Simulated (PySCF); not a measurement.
# Working out the excitation energy of S⁺

S⁺ [Ne] 3s2 3p3 (4S) → S⁺ [Ne] 3s1 3p4 (4P). All numbers are calculated (PySCF 2.14, the spin-free X2C one-electron Hamiltonian (Gaussian nucleus), in x2c-TZVPPall with one added diffuse shell each of s, p, d type (6s6p4d1f, 51 functions)). Frozen: [Ne]. Energies in hartree (1 hartree = 27.21139 eV):

```tsv
part	S⁺ (lower)	S⁺ (upper)
UHF	-398.246029	-397.859209
CCSD correlation	-0.109464	-0.128622
(T)	-0.003571	-0.008283
```

Task: What does Hartree-Fock give?

Result: (-397.859209) − (-398.246029) = 0.386820 hartree = 10.526 eV.

Task: What do CCSD and CCSD(T) give?

Result: The CCSD correlation energies differ by -0.019158 hartree = -0.521 eV and the triples by -0.004712 hartree = -0.128 eV, so CCSD gives 10.005 eV and CCSD(T) 9.877 eV.

Measured between the centres of the two terms (NIST): 9.870 eV, so CCSD(T) (valence) is off by 0.007 eV.

The coupled-cluster amplitudes are large, so a single reference is strained.

What remains against the reference includes basis incompleteness, the frozen core and higher excitations.
